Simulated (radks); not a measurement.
All-electron atom: I3+ in [Kr] 4d10 5s2 5p2.

All-electron calculation, scalar-relativistic Kohn-Sham, r2SCAN, spin-polarised, spherical densities, finite nucleus; open shells are filled with parallel spins first (spin-orbit coupling, left out, can overturn this in heavy ions); meta-GGA in the generalised Kohn-Sham scheme; Fermi nuclear charge, rms radius 4.75 fm. Program: a radial shooting solver on a logarithmic mesh with Libxc functionals.

Energy parts (eV):
total: -193606.936
kinetic: 203223.202
electron-nucleus: -466830.701
Hartree: 74916.094
exchange-correlation: -4915.530

Orbitals (lengths in bohr, moments of r in powers of bohr; r(90%) holds 90 % of the orbital's charge):
orbital	occ.	eigenvalue (eV)	<r>	<r^4>	<r^2>	r(90%)
1s up	1	-33074.55	0.02723	2.647e-06	0.001005	0.0490
1s down	1	-33074.41	0.02723	2.647e-06	0.001005	0.0490
2s up	1	-5154.717	0.1171	0.0004505	0.01619	0.181
2s down	1	-5154.701	0.1171	0.0004505	0.01619	0.181
2p up	3	-4626.845	0.1025	0.0003263	0.01283	0.167
2p down	3	-4626.759	0.1025	0.0003263	0.01283	0.167
3s up	1	-1073.079	0.3134	0.01919	0.1123	0.460
3s down	1	-1073.011	0.3134	0.01918	0.1123	0.460
3p up	3	-900.8875	0.3117	0.02022	0.1127	0.467
3p down	3	-900.7933	0.3117	0.02021	0.1127	0.467
3d up	5	-643.4069	0.2886	0.01775	0.09855	0.453
3d down	5	-643.3079	0.2886	0.01775	0.09853	0.453
4s up	1	-217.3952	0.7405	0.5635	0.6190	1.07
4s down	1	-217.1677	0.7409	0.5636	0.6196	1.07
4p up	3	-163.1166	0.7919	0.7763	0.7140	1.16
4p down	3	-162.9141	0.7918	0.7719	0.7135	1.16
4d up	5	-83.6437	0.9178	1.660	0.9852	1.40
4d down	5	-83.3233	0.9130	1.595	0.9722	1.39
5s up	1	-48.0742	1.846	21.00	3.810	2.64
5s down	1	-45.3262	1.826	20.38	3.739	2.62
5p up	2	-35.5363	2.104	35.86	4.957	3.02
5p down	0	-32.5043	2.075	33.83	4.822	2.98

The highest occupied level is 5p up at -35.536 eV. Spin moment in Bohr magnetons: 2. For comparison, the ionisation energy in NIST's Atomic Spectra Database is 40.36 eV (measured). In exact Kohn-Sham theory the highest level is minus the ionisation energy, but local and semilocal functionals leave it too shallow, through self-interaction and a potential that decays too fast; potentials with the right tail come closer. Summed over all electrons, <r^2> = 34.77 bohr^2, which gives a Langevin (diamagnetic) susceptibility term of -27.5 x 10^-6 cm^3/mol. The spin density at the nucleus is -3.279 e/bohr^3 (1s -0.613, 2s 0.249, 3s 0.372, 4s 1.212, 5s -4.499).
